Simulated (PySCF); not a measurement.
H₂OSTe, SMILES O[Te]S.

Geometry optimised at B3LYP-D3(BJ)/def2-TZVP. The def2 effective core potentials stand for the cores of Te; spin–orbit coupling is left out. Other conformers were not sampled.

All values below come from TDA-M06-2X/def2-SVPD (PySCF 2.14.0).

Vertical excitations. Gas-phase values at a fixed geometry.

| state | energy (eV) | λ (nm) | f | main pairs |
|---|---|---|---|---|
| S1 | 3.41 | 364 | 0.002 | HOMO→LUMO 75 %, HOMO→LUMO+1 19 % |
| S2 | 3.80 | 326 | 0.002 | HOMO→LUMO+1 74 %, HOMO→LUMO 20 % |
| S3 | 4.84 | 256 | 0.007 | HOMO−1→LUMO 80 % |
| S4 | 5.63 | 220 | 0.005 | HOMO−1→LUMO+1 56 %, HOMO−2→LUMO 23 % |
| S5 | 5.66 | 219 | 0.060 | HOMO→LUMO+2 86 % |
| S6 | 5.76 | 215 | 0.015 | HOMO−2→LUMO+1 74 % |
| S7 | 6.28 | 198 | 0.023 | HOMO→LUMO+3 81 % |
| S8 | 6.46 | 192 | 0.025 | HOMO−1→LUMO+2 66 %, HOMO−1→LUMO+7 10 % |
| S9 | 6.51 | 190 | 0.044 | HOMO→LUMO+4 77 % |
| S10 | 6.82 | 182 | 0.212 | HOMO→LUMO+5 53 %, HOMO−2→LUMO 21 % |
| T1 | 2.77 | 448 | 0 | HOMO→LUMO+1 48 %, HOMO→LUMO 42 % |
| T2 | 2.96 | 419 | 0 | HOMO→LUMO 50 %, HOMO→LUMO+1 42 % |
| T3 | 4.34 | 286 | 0 | HOMO−1→LUMO 79 %, HOMO−1→LUMO+1 12 % |
| T4 | 4.87 | 255 | 0 | HOMO−2→LUMO 52 %, HOMO−1→LUMO+1 30 % |
Triplets are in the Tamm–Dancoff approximation.
